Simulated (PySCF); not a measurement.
Input of a run (PBE0-D3(BJ)/def2-SVP geometry optimisation, gas phase (PySCF 2.14.0)), started from a GFN2-xTB structure with every atom displaced at random (by about 0.01 Å):
```
{"job": {"xc": "PBE0", "basis": "def2-SVP", "d3": "d3bj", "grid": 1, "shake": 0.01, "kind": "geom"}, "charge": 0, "multiplicity": 1}
O      2.252620     0.431270    -1.075190
B      1.053400     0.143520    -0.531930
O      0.819760    -0.080470     0.804110
C     -0.486860    -0.392260     0.994460
C     -1.148390    -0.251760    -0.419470
F     -1.988680     0.852330    -0.425490
O     -0.088330    -0.029350    -1.270530
H      2.975920     0.535580    -0.467660
H     -0.608420    -1.409300     1.399510
H     -0.975510     0.310020     1.707770
H     -1.767390    -1.095490    -0.731240
```

Output (energies in Eh, forces in Eh/bohr):
```
step   0  E = -428.35926556  max force = 0.040962
step   1  E = -428.35825753  max force = 0.023990
step   2  E = -428.36195251  max force = 0.007764
step   3  E = -428.36276853  max force = 0.005066
step   4  E = -428.36297732  max force = 0.001797
step   5  E = -428.36300824  max force = 0.000952
step   6  E = -428.36301491  max force = 0.000243
optimisation converged
```

Question: Summarise the run.

Answer: The energy falls by 0.102 eV over 7 energy and gradient evaluations, the largest force component goes from 0.0410 to 2.4e-04 Eh/bohr, and the atoms move by 0.055 Å rms after alignment. The bond that changes most is O3–C4 (boron-bound oxygen to sp3 carbon bound to oxygen), which lengthens by 0.055 Å. Bonds longer at the end by more than 0.005 Å: 4 of 11; shorter: 3. Among the angles that change most is B2–O1–H8, from 116.3° to 112.1°. The energy rose by more than 1e-6 Eh at step 1.

Question: What are the final bond lengths?

Answer: O1–B2 1.345 Å, B2–O3 1.370 Å, O3–C4 1.411 Å, C4–C5 1.537 Å, C5–F6 1.366 Å, C5–O7 1.382 Å, B2–O7 1.380 Å, O1–H8 0.962 Å, C4–H9 1.103 Å, C4–H10 1.100 Å, C5–H11 1.102 Å. Numbering counts from 1 in the input's order; the species is `OB1OC[C@@H](F)O1`.

The run used 118 basis functions and 52 SCF cycles in all. Hardware: Arm Neoverse V1, one thread, on a shared host. Cost: 40 s wall, 0.51 GiB resident at most.

Stationary, but not proved a minimum. The numbers are those of one conformer.

The values belong to the conformer `[OH:1][B:2]1[O:3][CH2:4][C@@H:5]([F:6])[O:7]1`: H–O1–B2–O3 0°.
